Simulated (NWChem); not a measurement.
System: TiNHCl₂; SMILES [NH]=[Ti]([Cl])[Cl]

Here is an NWChem input.

```
start job
memory heap 200 mb stack 900 mb global 1100 mb
geometry units angstroms
  Ti    -0.319679     0.140605     0.000000
  N     -1.804327    -0.596101     0.000000
  H     -2.665210    -1.160337     0.000000
  Cl     0.734807     0.000030     1.960470
  Cl     0.734807     0.000030    -1.960470
end
basis spherical
  Ti library sto-3g
  N library sto-3g
  H library sto-3g
  Cl library sto-3g
end
dft
  xc hfexch
  iterations 150
end
driver
  maxiter 120
end
task dft optimize
task dft freq
```

The level has its own optimisation; frequencies are unscaled.

Task: Predict the main results of this run. (Hartree-Fock/STO-3G.) Quantities: r N–Ti (Å); r Cl–Ti (Å); r H–N (Å); highest harmonic frequency (cm⁻¹); lowest (cm⁻¹); zero-point energy (kcal/mol); dipole (D).

Result: 
```yaml
r N–Ti (Å): 1.641
r Cl–Ti (Å): 2.207
r H–N (Å): 1.030
highest harmonic frequency (cm⁻¹): 4035
lowest (cm⁻¹): 141
zero-point energy (kcal/mol): 12.7
dipole (D): 1.69
```
